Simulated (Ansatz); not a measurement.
`[SiH3][SiH2][GaH2]` + NH₃ → `N[SiH2][SiH3]` + `[GaH3]`  (cleavage of the Si–Ga bond)

Program: Ansatz. Geometries: PBE0-D4/def2-TZVP. ΔE: electronic, gas phase. CCSD(T)/CBS is the MP2 limit (def2-TZVPP, def2-QZVPP) plus CCSD(T) − MP2 in def2-TZVPP, frozen cores. This one scheme is used for every species. Functionals use def2-TZVPP. HSE06 is defined as in plane-wave codes. For Ga outer-core shells are correlated without core-valence functions, which leaves a few kJ/mol of doubt a bond. Scalar relativity is left out up to krypton. Each species was taken in one conformer, which may not be the lowest.

```
       level  ΔE (eV)
    HSE06-D4     0.03
HF/CBS(def2)    -0.33
```

**Question.** What does CCSD(T)/CBS give? (An estimate is asked.)

**Answer.** Ansatz gave: -0.06 eV. The listed levels differ from it by 0.09, -0.27 eV.

Largest T1 diagnostic among the species: 0.014.

In def2-TZVPP, CCSD(T) changes the Hartree–Fock value by +0.24 eV (the triples alone add +0.03 eV) and MP2 by +0.19 eV. Leaving LDA and LC-ωPBE aside and taking each functional with its dispersion term where it has one, the values, not all of them listed here, spread over 0.26 eV, from CAM-B3LYP-D4 to PBE-D4. LDA lies −0.07 eV from PBE without D4.
